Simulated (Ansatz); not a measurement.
```yaml
crystal:
  periodic: [false, false, false]
  atoms:
    - {symbol: Al, position_ang: [-1.091215, 1.104361, 0.239865]}
    - {symbol: C, position_ang: [0.844885, 0.538722, -0.282163]}
    - {symbol: N, position_ang: [0.998537, -0.748183, -0.238149]}
    - {symbol: Al, position_ang: [-0.742405, -1.462287, 0.319575]}
    - {symbol: H, position_ang: [-1.856397, 1.707889, -1.026713]}
    - {symbol: H, position_ang: [-1.088169, 1.896875, 1.627576]}
    - {symbol: H, position_ang: [1.732298, 1.115813, -0.579485]}
    - {symbol: H, position_ang: [1.910082, -1.136758, -0.476411]}
    - {symbol: H, position_ang: [-0.619216, -3.062632, 0.398704]}
basis:
  gaussian: {orbitals: aug-cc-pVTZ, final_grid: {core_spheres: 1, valence_spheres: 1, degree: 1}}
hamiltonian: {xc: {name: r2SCAN}}
accuracy: high
output: {forces: true}
```

```sh
$ ansatz run in.yaml --threads 2 --pin off --events-out ev --progress --plain --max-ram 4352MiB
```

Shortened log:

```
Functional definition: r2SCAN
4660 factors; integrals over basis functions are off by at most 3.8e-9 eV
mean field evaluation 1: about -15791.4717 eV, gradient 6.0e1 eV
mean field evaluation 2: about -15773.3583 eV, gradient 1.0e2 eV
mean field evaluation 4: about -15799.4120 eV, gradient 1.2e1 eV
mean field evaluation 8: about -15763.3922 eV, gradient 2.7e2 eV
mean field evaluation 16: about -16153.6256 eV, gradient 1.5e2 eV
mean field -16469.33928301 eV, -605.2370553314 hartree, gradient 2.4e-8 eV, S^2 0.000000; 0 other end points of the search recorded, 0 dependent functions left out
reference -16469.33928425 eV, -605.2370553769 hartree; 22, 22 occupied and 285, 285 virtual orbitals, 4660 factors
Total energy: -16469.33928425 eV, -605.2370553769 hartree
Atom 0 at    -1.091215     1.104361     0.239865 Å, force   162.938311    -8.793474   -46.691111 eV/Å
Atom 1 at     0.844885     0.538722    -0.282163 Å, force  -125.803232  -175.906623    44.389625 eV/Å
Atom 2 at     0.998537    -0.748183    -0.238149 Å, force    24.740849   181.345608   -15.655393 eV/Å
Atom 3 at    -0.742405    -1.462287     0.319575 Å, force    37.226713    86.560012   -17.758498 eV/Å
Atom 4 at    -1.856397     1.707889    -1.026713 Å, force   -15.954265   -23.068235   -19.739391 eV/Å
Atom 5 at    -1.088169     1.896875     1.627576 Å, force    -1.815326   -20.323394    29.040979 eV/Å
Atom 6 at     1.732298     1.115813    -0.579485 Å, force   -51.471653   -48.866030    18.636276 eV/Å
Atom 7 at     1.910082    -1.136758    -0.476411 Å, force   -27.544431    14.640518     6.927055 eV/Å
Atom 8 at    -0.619216    -3.062632     0.398704 Å, force    -2.316965    -5.588382     0.850458 eV/Å
Dipole moment:     2.921540    -2.306881    -0.686209 e Å
```

(1) Something in this input is off. What?

Results:

(1) The integration grid is far too coarse. The calculation finished and met its thresholds. The result belongs to that input, not to the molecule as meant.
